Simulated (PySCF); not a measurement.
**Distorted geometries of [CeF4]−**

[CeF4]− (singlet in the valence; each metal's 4f electrons, 1 of them, lie in its core potential, out of spins and levels). PySCF 2.14.0, RKS TPSS, Ce lcecp-1-SVP with ECP47, F def2-SVP; non-relativistic Hamiltonian with scalar-relativistic core potentials where named; density fitting; no spin-orbit coupling. Relaxed geometry:

```xyz
5

Ce    0.0000    0.0000    0.0000
F     1.2647    1.2647    1.2647
F    -1.2647   -1.2647    1.2647
F     1.2647   -1.2647   -1.2647
F    -1.2647    1.2647   -1.2647
```

**Question.** Order these distorted geometries by energy above the relaxed one, lowest first.
A.
```xyz
5

Ce   -0.0501   -0.0454    0.0363
F     1.0820    1.3089    1.2295
F    -1.2048   -1.3887    1.1809
F     1.4566   -1.2537   -1.2193
F    -1.2837    1.3790   -1.2274
```
B.
```xyz
5

Ce   -0.0302    0.0534   -0.0761
F     1.2826    1.3039    1.2711
F    -1.3080   -1.3878    1.2329
F     1.3934   -1.2084   -1.3677
F    -1.3378    1.2388   -1.0601
```
C.
```xyz
5

Ce    0.1162   -0.0752    0.0607
F     1.0332    1.2233    1.1807
F    -1.3990   -1.2640    1.4155
F     1.5263   -1.0968   -1.4029
F    -1.2767    1.2127   -1.2540
```

**Answer.** A (0.21 eV), B (0.48 eV), C (0.90 eV).

**Question.** Which forces (eV/Å) act in the one that lies 0.90 eV up?

**Answer.** 
```
Ce  -4.27 -3.80 -3.81
F    2.71  3.55  3.16
F    1.15  0.64 -0.85
F   -0.47  0.34  0.72
F    0.89 -0.73  0.77
```
Forces carry noise of the integration grid, about 0.01 to 0.03 eV/Å.

No frequency check is given that shows the relaxed geometry to be a minimum. An lcecp potential fixes the number of 4f electrons, so in runs with it no electron can move into or out of that shell.
